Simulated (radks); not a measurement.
Results of a calculation; reference values are marked as such.
Valence configurations of Tb II (all share [Xe]). Code: a radial shooting solver on a logarithmic mesh with Libxc functionals. Model: Dirac Kohn-Sham, LDA (Slater exchange, Perdew-Wang correlation), spin-unpolarised, spherical densities, point nucleus; open shells fill j = l - 1/2 first. Energies are relative to 4f9 6s1; eigenvalues in eV.

| valence | E (eV) | e(4f5/2) | e(4f7/2) | e(5d3/2) | e(6p1/2) | e(6s1/2) |
|---|---|---|---|---|---|---|
| 4f9 6s1 | 0.000 | -9.964 | -9.179 | - | - | -8.998 |
| 4f9.5 6s0.5 | 0.564 | -6.647 | -5.892 | - | - | -8.217 |
| 4f9 5d1 | 1.827 | -8.200 | -7.417 | -6.172 | - | - |
| 4f10 | 2.198 | -4.134 | -3.411 | - | - | - |
| 4f8.5 6s1 6p0.5 | 2.557 | -14.432 | -13.615 | - | -6.645 | -10.088 |
| 4f9 6p1 | 3.196 | -11.087 | -10.301 | - | -6.408 | - |
| 4f8 6s2 | 3.358 | -18.227 | -17.379 | - | - | -10.530 |
| 4f8 5d1 6s1 | 3.966 | -15.853 | -15.008 | -8.722 | - | -9.640 |
| 4f8 6s1 6p1 | 7.053 | -19.321 | -18.473 | - | -7.386 | -11.121 |
| 4f7 5d1 6s1 6p1 | 17.052 | -26.243 | -25.335 | -12.575 | -7.689 | -11.646 |

NIST lists [Xe] 4f9 6s1 as the ground configuration; this level of theory agrees among the configurations tried. The energies are those of spherical spin-averaged densities, not of single terms.
